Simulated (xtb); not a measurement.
C$_{2}$H$_{7}$Al, triplet, at a GFN2-xTB geometry (such geometries of metal compounds can be far from the true shape) (a higher spin typed on purpose: for a closed-shell molecule this is an excited state), atoms displaced at random by about 0.1 Å a coordinate; GFN2-xTB (xtb).

Here is a job for xtb.
```
$ xtb mol.xyz --gfn 2 --uhf 2 --opt tight --json

# file mol.xyz
10

Al     0.36517577    -0.12985775    -0.94672306
C     -0.59712633    -1.40524095     0.74272908
H     -0.26624137    -2.25138672     0.56923707
H     -1.53739116    -0.95894648     0.79352225
H     -0.10825979    -1.03781281     1.72485157
C     -0.03956794     1.62377274     0.33309581
H      0.27015724     2.13326433    -0.39987831
H      0.26905461     1.52018252     1.32142582
H     -1.23337578     1.60815411     0.42758691
H      1.90229104    -0.55619451    -0.41674691
```

What the program printed (banner, timings and long lists left out):

```
   ID    Z sym.   atoms
    1   13 Al     1
    2    6 C      2, 6
    3    1 H      3-5, 7-10

           -------------------------------------------------
          |                Calculation Setup                |
           -------------------------------------------------

           -------------------------------------------------
          |                 G F N 2 - x T B                 |
           -------------------------------------------------

          ...................................................
          :                      SETUP                      :
          :.................................................:
          :  # basis functions                  25          :
          :  # atomic orbitals                  24          :
          :  # shells                           14          :
          :  # electrons                        18          :
          :  max. iterations                   250          :
          :  Hamiltonian                  GFN2-xTB          :
          :  restarted?                      false          :
          :  GBSA solvation                  false          :
          :  PC potential                    false          :
          :  electronic temp.          300.0000000     K    :
          :  accuracy                    1.0000000          :
          :  -> integral cutoff          0.2500000E+02      :
          :  -> integral neglect         0.1000000E-07      :
          :  -> SCF convergence          0.1000000E-05 Eh   :
          :  -> wf. convergence          0.1000000E-03 e    :
          :  Broyden damping             0.4000000          :
          :  net charge                          0          :
          :  unpaired electrons                  2          :
          ...................................................

 iter      E             dE          RMSdq      gap      omega  full diag
   1     -8.7866033 -0.878660E+01  0.887E+00    2.09       0.0  T
   2     -8.8207261 -0.341228E-01  0.766E+00    2.53       1.0  T
   3     -8.8320109 -0.112848E-01  0.485E+00    2.57       1.0  T
   4     -8.7312191  0.100792E+00  0.499E+00    2.66       1.0  T
   5     -8.8385937 -0.107375E+00  0.207E+00    2.73       1.0  T
   6     -8.8512405 -0.126468E-01  0.117E+00    2.78       1.0  T
   7     -8.8516060 -0.365507E-03  0.942E-01    2.75       1.0  T
   8     -8.8550138 -0.340779E-02  0.630E-01    2.75       1.0  T
   9     -8.8525178  0.249596E-02  0.671E-01    2.74       1.0  T
  10     -8.8547586 -0.224076E-02  0.347E-01    2.73       1.0  T
  11     -8.8553600 -0.601440E-03  0.163E-01    2.73       1.0  T
  12     -8.8554440 -0.839982E-04  0.110E-01    2.73       1.0  T
  13     -8.8555236 -0.796506E-04  0.257E-02    2.73       1.2  T
  14     -8.8555182  0.543859E-05  0.321E-02    2.73       1.0  T
  15     -8.8555251 -0.694107E-05  0.404E-03    2.73       7.8  T
  16     -8.8555250  0.122306E-06  0.536E-03    2.73       5.9  T
  17     -8.8555251 -0.120151E-06  0.187E-03    2.73      16.9  T
  18     -8.8555252 -0.215312E-07  0.649E-04    2.73      48.7  T
  19     -8.8555252 -0.304365E-08  0.336E-05    2.73     941.6  T

   *** convergence criteria satisfied after 19 iterations ***

 transition dipole moment (au) for excitation:           9          10
     X       Y       Z
   0.1744   0.7765  -0.0854  total (au/Debye):    0.800   2.034
 dE (eV)             :    1.884
 oscillator strength :  0.41820E-01

         :::::::::::::::::::::::::::::::::::::::::::::::::::::
         ::                     SUMMARY                     ::
         :::::::::::::::::::::::::::::::::::::::::::::::::::::
         :: total energy              -8.675501785995 Eh    ::
         :: gradient norm              0.333750192184 Eh/a0 ::
         :: HOMO-LUMO gap              2.733673646578 eV    ::
         ::.................................................::
         :: SCC energy                -8.855522376827 Eh    ::
         :: -> isotropic ES            0.018533072431 Eh    ::
         :: -> anisotropic ES          0.005716165031 Eh    ::
         :: -> anisotropic XC          0.004722239452 Eh    ::
         :: -> dispersion             -0.004312924085 Eh    ::
         :: repulsion energy           0.180020590832 Eh    ::
         :: add. restraining           0.000000000000 Eh    ::
         :: total charge              -0.000000000000 e     ::
         :::::::::::::::::::::::::::::::::::::::::::::::::::::

      -----------------------------------------------------------
     |                   =====================                   |
     |                        A N C O P T                        |
     |                   =====================                   |
     |               Approximate Normal Coordinate               |
     |                Rational Function Optimizer                |
      -----------------------------------------------------------
      -----------------------------------------------------------
     |                   =====================                   |
     |                        A N C O P T                        |
     |                   =====================                   |
     |               Approximate Normal Coordinate               |
     |                Rational Function Optimizer                |
      -----------------------------------------------------------

          ...................................................
          :                      SETUP                      :
          :.................................................:
          :   optimization level             tight          :
          :   max. optcycles                   200          :
          :   ANC micro-cycles                  20          :
          :   degrees of freedom                24          :
          :.................................................:
          :   RF solver                   davidson          :
[...]
 * total energy  :    -8.7463384 Eh     change       -0.9739300E-03 Eh
 * total energy  :    -8.7466506 Eh     change       -0.3122718E-03 Eh
 * total energy  :    -8.7468240 Eh     change       -0.1733963E-03 Eh
 * total energy  :    -8.7468544 Eh     change       -0.3036876E-04 Eh
 * total energy  :    -8.7468684 Eh     change       -0.1403577E-04 Eh
 * total energy  :    -8.7468739 Eh     change       -0.5481471E-05 Eh
 * total energy  :    -8.7468764 Eh     change       -0.2492724E-05 Eh
 * total energy  :    -8.7468778 Eh     change       -0.1410946E-05 Eh
 * total energy  :    -8.7468789 Eh     change       -0.1112084E-05 Eh
 * total energy  :    -8.7468808 Eh     change       -0.1908317E-05 Eh
 * total energy  :    -8.7468824 Eh     change       -0.1547155E-05 Eh
 * total energy  :    -8.7468837 Eh     change       -0.1275680E-05 Eh
 * total energy  :    -8.7468844 Eh     change       -0.6936644E-06 Eh
   *** GEOMETRY OPTIMIZATION CONVERGED AFTER 17 ITERATIONS ***
[...]
 dE (eV)             :    2.834
 oscillator strength :  0.26458E-01

         :::::::::::::::::::::::::::::::::::::::::::::::::::::
         ::                     SUMMARY                     ::
         :::::::::::::::::::::::::::::::::::::::::::::::::::::
         :: total energy              -8.746884350266 Eh    ::
         :: gradient norm              0.000409425948 Eh/a0 ::
         :: HOMO-LUMO gap              2.893451528779 eV    ::
         ::.................................................::
         :: SCC energy                -8.864346718304 Eh    ::
         :: -> isotropic ES            0.020428439674 Eh    ::
         :: -> anisotropic ES          0.005240678866 Eh    ::
         :: -> anisotropic XC          0.004449665703 Eh    ::
         :: -> dispersion             -0.004008582052 Eh    ::
         :: repulsion energy           0.117462368038 Eh    ::
         :: add. restraining           0.000000000000 Eh    ::
         :: total charge               0.000000000000 e     ::
         :::::::::::::::::::::::::::::::::::::::::::::::::::::

           -------------------------------------------------
          |                Property Printout                |
           -------------------------------------------------

    * Orbital Energies and Occupations

         #    Occupation            Energy/Eh            Energy/eV
      -------------------------------------------------------------
         1        2.0000           -0.5842815             -15.8991
         2        2.0000           -0.5804203             -15.7940
         3        2.0000           -0.4844942             -13.1838
         4        2.0000           -0.4812452             -13.0953
         5        2.0000           -0.4717757             -12.8377
         6        2.0000           -0.4682986             -12.7431
         7        2.0000           -0.4573916             -12.4463
         8        1.9997           -0.3794699             -10.3259
         9        1.0003           -0.3638157              -9.8999
        10        1.0000           -0.2596600              -7.0657 (HOMO)
        11                         -0.1533277              -4.1723 (LUMO)
        12                         -0.1519442              -4.1346
        13                         -0.0691999              -1.8830
        14                         -0.0554695              -1.5094
        15                         -0.0132327              -0.3601
        16                          0.1387463               3.7755
        17                          0.1810541               4.9267
        18                          0.1959975               5.3334
        19                          0.2131731               5.8007
        20                          0.2191630               5.9637
        21                          0.2305942               6.2748
       ...                                ...                  ...
        24                          0.8792454              23.9255
      -------------------------------------------------------------
                  HL-Gap            0.1063324 Eh            2.8935 eV
             Fermi-level           -0.2890683 Eh           -7.8659 eV

     #   Z          covCN         q      C6AA      α(0)
     1  13 Al       2.477     0.189   100.551    20.664
     2   6 C        3.578    -0.153    24.311     7.162
     3   1 H        0.925     0.045     2.379     2.412
     4   1 H        0.925     0.056     2.251     2.346
     5   1 H        0.925     0.062     2.178     2.308
     6   6 C        3.578    -0.153    24.304     7.161
     7   1 H        0.925     0.045     2.381     2.413
     8   1 H        0.925     0.062     2.172     2.305
     9   1 H        0.925     0.056     2.245     2.343
    10   1 H        0.870    -0.209    11.549     5.322

 Mol. C6AA /au·bohr⁶  :       1019.213531
 Mol. C8AA /au·bohr⁸  :      36697.465931
 Mol. α(0) /au        :         54.435332

Wiberg/Mayer (AO) data.
largest (>0.10) Wiberg bond orders for each atom

 ---------------------------------------------------------------------------
     #   Z sym  total        # sym  WBO       # sym  WBO       # sym  WBO
 ---------------------------------------------------------------------------
     1  13 Al   2.475 --    10 H    0.898     2 C    0.668     6 C    0.668
     2   6 C    3.773 --     5 H    0.953     3 H    0.952     4 H    0.951
                             1 Al   0.668     6 C    0.214
     3   1 H    0.998 --     2 C    0.952
     4   1 H    0.997 --     2 C    0.951
     5   1 H    0.996 --     2 C    0.953
     6   6 C    3.772 --     8 H    0.952     7 H    0.952     9 H    0.952
                             1 Al   0.668     2 C    0.214
     7   1 H    0.998 --     6 C    0.952
     8   1 H    0.996 --     6 C    0.952
     9   1 H    0.997 --     6 C    0.952
    10   1 H    0.949 --     1 Al   0.898
 ---------------------------------------------------------------------------

Topologies differ in total number of bonds
Writing topology from bond orders to xtbtopo.mol

molecular dipole:
                 x           y           z       tot (Debye)
 q only:       -0.705       0.126       0.091
   full:       -0.777       0.182       0.342       2.207
molecular quadrupole (traceless):
                xx          xy          yy          xz          yz          zz
 q only:       -3.065       0.914       1.434       0.680      -0.092       1.631
  q+dip:       -2.889       1.001       2.006       0.661      -0.372       0.883
   full:       -4.478       1.479       4.380      -0.132      -0.861       0.098

optimized geometry written to: xtbopt.xyz

           -------------------------------------------------
          | TOTAL ENERGY               -8.746884350266 Eh   |
          | GRADIENT NORM               0.000409425948 Eh/α |
          | HOMO-LUMO GAP               2.893451528779 eV   |
           -------------------------------------------------
```
